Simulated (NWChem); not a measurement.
Molecule: isocyanic acid (CHNO); SMILES N=C=O

Program: NWChem. Pople sets run with spherical d functions. Structure relaxed at the B3LYP/6-31G* (spherical d) level. Level: PBE/6-31G* with COSMO at NWChem's default radii, gas-phase geometry; rows give the dielectric constant.

For dielectric constant 37.5:

```yaml
electrostatic solvation energy (kcal/mol): -4.5
dipole in solution (D): 2.59
```

Q: How do the values read with dielectric constant 3.9 instead?

A: 
- electrostatic solvation energy (kcal/mol) = -3.3
- dipole in solution (D) = 2.47
